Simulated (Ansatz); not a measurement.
Reaction (ligand exchange at the Hf–S bond): `[OH][Hf]([F])([SH])[Cl]` + NH₃ → `[NH2][Hf]([OH])([F])[Cl]` + H₂S

Computed with Ansatz on PBE0-D4/def2-TZVP structures; ΔE is electronic, products minus reactants. CBS: MP2 limit from def2 TZ/QZ plus the TZ coupled-cluster correction, frozen cores. This one scheme is used for every species. DFT in def2-TZVPP. HSE06 is defined as in plane-wave codes. def2 core potentials past Kr. For Hf outer-core shells are correlated without core-valence functions, which leaves a few kJ/mol of doubt a bond. One conformer a species, not always the lowest.

Is it downhill or uphill in electronic energy at CCSD(T)/CBS, and by how much? (An estimate is asked.)

The calculation gave: Uphill: ΔE = +6.2 kcal/mol.

What do these levels give: B97M-V, PBE0-D4, PBE-QIDH, revPBE, r2SCAN, HSE06, BHLYP, LC-ωPBE, MP2/def2-TZVPP, CCSD/def2-TZVPP, CCSD(T)/def2-TZVPP, CCSD/CBS(def2)? (Best estimate.)

Computed: B97M-V 7.6, PBE0-D4 7.2, PBE-QIDH 7.1, revPBE 6.9, r2SCAN 6.9, HSE06 7.0, BHLYP 5.2, LC-ωPBE 5.2, MP2/def2-TZVPP 6.8, CCSD/def2-TZVPP 5.3, CCSD(T)/def2-TZVPP 6.0, CCSD/CBS(def2) 5.5 kcal/mol.

Largest T1 diagnostic among the species: 0.015.

At CCSD(T), def2-SVP lies −3.1 kcal/mol from the extrapolated value and def2-TZVPP −0.2 kcal/mol. In def2-TZVPP, CCSD(T) changes the Hartree–Fock value by +0.8 kcal/mol (the triples alone add +0.7 kcal/mol) and MP2 by +1.6 kcal/mol.
